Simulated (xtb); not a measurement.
CH6ClFSi2, SMILES C[Si@@](F)([SiH3])Cl. All values are semi-empirical tight-binding results from xtb (GFN2-xTB unless named), good for trends rather than for accurate numbers. Geometry optimised at GFN2-xTB. The structure was generated by enumeration; whether it is a known compound was not checked.

```
Quantity                                          Value
----------------------------------------  -------------
orbital gap                                     4.54 eV
dipole moment                                    2.21 D
zero-point energy                         40.6 kcal/mol
G − E(el) at 298.15 K (modified RRHO)     18.8 kcal/mol
static polarisability (D4 model)             86.0 bohr³
solvation energy, GFN2-xTB/ALPB(water)    -1.7 kcal/mol
solvation energy, GFN2-xTB/ALPB(benzene)  -3.7 kcal/mol
```
